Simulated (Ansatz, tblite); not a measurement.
Removing and adding an electron: `c1csc(-c2cnc(-c3cnc(-c4cnc(-c5cnc(-c6cnc(-c7cnc(-c8cnc(-c9cnc(-c%10cncs%10)s9)s8)s7)s6)s5)s4)s3)s2)n1`. Charge 0, multiplicity 1. Geometry: PBE-D4/def2-SVP. Ansatz, gas phase; energy differences of separate SCF runs; the oxidised species was run as a doublet alone; the reduced species was run as a doublet alone.

The xTB rows come from tblite. Single mean-field runs in def2-SVP are fitted with def2-universal-jkfit.

```json
{"level": "GFN1-xTB", "−HOMO (eV)": "10.65", "vertical IE (eV)": "11.76", "−LUMO (eV)": "9.36", "vertical EA (eV)": "8.23", "HOMO–LUMO gap (eV)": "1.28", "IE − EA (eV)": "3.54"}
{"level": "PBE0-D4/def2-SVP", "−HOMO (eV)": "5.87", "vertical IE (eV)": "6.66", "−LUMO (eV)": "3.27", "vertical EA (eV)": "2.54", "HOMO–LUMO gap (eV)": "2.59", "IE − EA (eV)": "4.12"}
```

(1) Estimate the rows for GFN2-xTB, PBE-D4/def2-SVP.

## Answers

(1) 
```
          level  −HOMO (eV)  vertical IE (eV)  −LUMO (eV)  vertical EA (eV)  HOMO–LUMO gap (eV)  IE − EA (eV)
       GFN2-xTB       10.42             11.49        9.10              8.01                1.32          3.47
PBE-D4/def2-SVP        5.09              6.21        3.72              2.68                1.38          3.54
```

   Raw xTB energy differences between charge states are shifted by several eV; the methods need an empirical correction for them. Sets without diffuse functions give affinities that are too small.
